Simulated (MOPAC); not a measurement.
MOPAC input (PM6):

```
PM6 PRECISE GNORM=0.05 LET XYZ UHF MS=0.5 GEO-OK AUX(PRECISION=9) THREADS=1
CH2BI2

C    -2.32009100 1   -0.27220100 1    0.14133900 1
B    -0.83312000 1   -0.09774400 1    0.05075300 1
I     0.46795400 1   -1.65865500 1    0.72542100 1
I    -0.01750100 1    1.71150400 1   -0.75286200 1
H    -3.01380200 1    0.49277100 1   -0.18878100 1
H    -2.77402700 1   -1.17181800 1    0.54137200 1
```

Output:

```
 *******************************************************************************
 **                                                                           **
 **                              MOPAC v23.2.5                                **
 **                                                                           **
 *******************************************************************************
 ** MOPAC's Digital Object Identifier: https://doi.org/10.5281/zenodo.6511958 **
 **                                                                           **
 ** Please cite the open-source release paper for use of this MOPAC version:  **
 ** J. E. Moussa and J. J. P. Stewart (2026)                                  **
 ** MOPAC: An open-source semiempirical molecular orbital program             **
 ** J. Open Source Softw., 11(119), 8025, https://doi.org/10.21105/joss.08025 **
 *******************************************************************************

                              PM6 CALCULATION RESULTS

 *******************************************************************************
 *  PM6        - The PM6 Hamiltonian to be used
 *  GEO-OK     - OVERRIDE INTERATOMIC DISTANCE AND OTHER SAFETY CHECKS
 *  UHF        - UNRESTRICTED HARTREE-FOCK CALCULATION
 *  MS=        - IN MECI, MAGNETIC COMPONENT OF SPIN =  0.5
 *  LET        - OVERRIDE SOME SAFETY CHECKS
 *  PRECISE    - TIGHTER CRITERIA TO BE USED
 *  XYZ        - CARTESIAN COORDINATE SYSTEM TO BE USED
 *  GNORM      - EXIT WHEN GRADIENT NORM DROPS BELOW 0.050
 *  AUX        - OUTPUT AUXILIARY INFORMATION
 *******************************************************************************
PM6 PRECISE GNORM=0.05 LET XYZ UHF MS=0.5 GEO-OK AUX(PRECISION=9) THREADS=1
 CH2BI2

   ATOM   CHEMICAL          X               Y               Z
  NUMBER   SYMBOL      (ANGSTROMS)     (ANGSTROMS)     (ANGSTROMS)

     1       C         -2.32009100  *  -0.27220100  *   0.14133900  *
     2       B         -0.83312000  *  -0.09774400  *   0.05075300  *
     3       I          0.46795400  *  -1.65865500  *   0.72542100  *
     4       I         -0.01750100  *   1.71150400  *  -0.75286200  *
     5       H         -3.01380200  *   0.49277100  *  -0.18878100  *
     6       H         -2.77402700  *  -1.17181800  *   0.54137200  *

          CARTESIAN COORDINATES

    NO.       ATOM           X           Y           Z

     1         C         -2.3201     -0.2722      0.1413
     2         B         -0.8331     -0.0977      0.0508
     3         I          0.4680     -1.6587      0.7254
     4         I         -0.0175      1.7115     -0.7529
     5         H         -3.0138      0.4928     -0.1888
     6         H         -2.7740     -1.1718      0.5414

 General Reference for PM6:
 "Optimization of Parameters for Semiempirical Methods V: Modification of NDDO Approximations
 and Application to 70 Elements", J. J. P. Stewart, J. Mol. Mod., 13, 1173-1213 (2007)
 URL: https://link.springer.com/article/10.1007/s00894-007-0233-4

           Empirical Formula: C H2 B I2  =     6 atoms

      MOLECULAR POINT GROUP   :   C2v

          UHF CALCULATION, NO. OF ALPHA ELECTRONS =   12
                           NO. OF BETA  ELECTRONS =   11

          Geometry optimization using EF

          DIAGONAL MATRIX USED AS START HESSIAN

 CYCLE:     1  GRAD.:    27.728 HEAT:  37.12968
 CYCLE:     2  GRAD.:   149.759 HEAT:  46.53346
 CYCLE:     3  GRAD.:    11.017 HEAT:  36.91126
 CYCLE:     4  GRAD.:    30.389 HEAT:  37.36806
 CYCLE:     5  GRAD.:     1.597 HEAT:  36.84113
 CYCLE:     6  GRAD.:     1.134 HEAT:  36.83543
 CYCLE:     7  GRAD.:     0.591 HEAT:  36.82283
 CYCLE:     8  GRAD.:     2.052 HEAT:  36.82422
 CYCLE:     9  GRAD.:     0.275 HEAT:  36.82270
 CYCLE:    10  GRAD.:     0.281 HEAT:  36.82271
 CYCLE:    11  GRAD.:     0.013 HEAT:  36.82266

     GRADIENT =  0.01279 IS LESS THAN CUTOFF =  0.05000

 -------------------------------------------------------------------------------
 PM6 PRECISE GNORM=0.05 LET XYZ UHF MS=0.5 GEO-OK AUX(PRECISION=9) THREADS=1
 CH2BI2

     GEOMETRY OPTIMISED USING EIGENVECTOR FOLLOWING (EF).
     SCF FIELD WAS ACHIEVED

                              PM6 CALCULATION
                                                       MOPAC v23.2.5 Linux

          FINAL HEAT OF FORMATION =         36.82266 KCAL/MOL =     154.06601 KJ/MOL

          COSMO AREA              =        139.94 SQUARE ANGSTROMS
          COSMO VOLUME            =        134.19 CUBIC ANGSTROMS

          GRADIENT NORM           =          0.01279          =       0.00522 PER ATOM
          IONIZATION POTENTIAL    =          9.613482 EV
          ALPHA SOMO LUMO (EV)    =         -9.658 -2.560
          BETA  SOMO LUMO (EV)    =         -9.613 -2.567
          NO. OF ALPHA ELECTRONS  =         12
          NO. OF BETA  ELECTRONS  =         11
          MOLECULAR WEIGHT        =        278.6458         POINT GROUP:  C2v

          MOLECULAR DIMENSIONS (Angstroms)

            Atom       Atom       Distance
            H     6    I     4     4.16188
            H     5    I     3     4.13483
            H     5    I     4     0.00000

          SCF CALCULATIONS        =         12

   ATOM   CHEMICAL          X               Y               Z
  NUMBER   SYMBOL      (ANGSTROMS)     (ANGSTROMS)     (ANGSTROMS)

     1       C         -2.30483700  *  -0.27041114  *   0.14040948  *
     2       B         -0.80132270  *  -0.09403018  *   0.04882350  *
     3       I          0.45832507  *  -1.66025528  *   0.72621462  *
     4       I         -0.02726092  *   1.71083435  *  -0.75247663  *
     5       H         -2.98304219  *   0.49372826  *  -0.18948795  *
     6       H         -2.74401784  *  -1.16564581  *   0.53837730  *

                             CARTESIAN COORDINATES

   1    C       -2.304837000    -0.270411139     0.140409477
   2    B       -0.801322704    -0.094030183     0.048823497
   3    I        0.458325066    -1.660255280     0.726214624
   4    I       -0.027260918     1.710834353    -0.752476629
   5    H       -2.983042192     0.493728263    -0.189487948
   6    H       -2.744017838    -1.165645810     0.538377298

           Empirical Formula: C H2 B I2  =     6 atoms

      MOLECULAR POINT GROUP   :   C2v

          ALPHA EIGENVALUES
 -24.89716 -20.99129 -20.61440 -16.61479 -15.60942 -13.25747 -12.15225 -11.17936
 -10.29267 -10.25240 -10.17929  -9.65777  -2.55971  -1.08368  -0.63311   2.57997
   5.22556   5.41613 109.40675 109.82805 109.87321 110.85377 110.85511 110.94825
 110.99130 111.53016 111.53726 111.82490

           BETA EIGENVALUES
 -24.48293 -20.81972 -20.42560 -16.38528 -15.33368 -13.04228 -11.18940 -11.14678
 -10.20500  -9.85819  -9.61348  -2.56670  -2.45646  -0.60224   0.49773   2.81452
   5.42699   5.62335 109.43491 109.87358 109.92102 110.93884 110.94038 111.01764
 111.05034 111.53585 111.61483 111.86357

              NET ATOMIC CHARGES AND DIPOLE CONTRIBUTIONS

  ATOM NO.   TYPE          CHARGE      No. of ELECS.   s-Pop       p-Pop       d-Pop
    1          C          -0.258204        4.2582     1.18361     3.07460
    2          B           0.208021        2.7920     1.02325     1.76873
    3          I          -0.131254        7.1313     1.95755     5.17083     0.00288
    4          I          -0.131279        7.1313     1.95756     5.17085     0.00288
    5          H           0.156359        0.8436     0.84364
    6          H           0.156357        0.8436     0.84364
 DIPOLE           X         Y         Z       TOTAL
 POINT-CHG.    -2.515    -0.295     0.153     2.537
 HYBRID         0.425     0.050    -0.026     0.429
 SUM           -2.090    -0.245     0.127     2.108

          ATOMIC ORBITAL ELECTRON POPULATIONS

     Atom    s        px        py        pz      x^2-y^2     xz        z^2       yz        xy
    1  C   1.18361   1.06368   1.09613   0.91479
    2  B   1.02325   0.78046   0.58670   0.40157
    3  I   1.95755   1.76488   1.57767   1.82827   0.00069   0.00031   0.00035   0.00050   0.00102
    4  I   1.95756   1.90899   1.46031   1.80155   0.00077   0.00021   0.00032   0.00073   0.00084
    5  H   0.84364
    6  H   0.84364

                    (SZ)    =    0.500000
                    (S**2)  =    0.756670

          ATOMIC ORBITAL SPIN POPULATIONS

    Atom   Total    s     px     py     pz   x^2-y^2  xz     z^2    yz     xy
         Atomic
    1  C  0.9367  0.021  0.039  0.166  0.711
    2  B  0.0379 -0.009 -0.017  0.010  0.054
    3  I  0.0426  0.001 -0.005  0.007  0.039 -0.000  0.000  0.000  0.000  0.000
    4  I  0.0426  0.001 -0.003  0.005  0.039 -0.000  0.000  0.000  0.000  0.000
    5  H -0.0299 -0.030
    6  H -0.0299 -0.030

 **********************
 *                    *
 * JOB ENDED NORMALLY *
 *                    *
 **********************

 == MOPAC DONE ==
```

The geometry given is a B3LYP-D3(BJ)/def2-TZVP minimum.
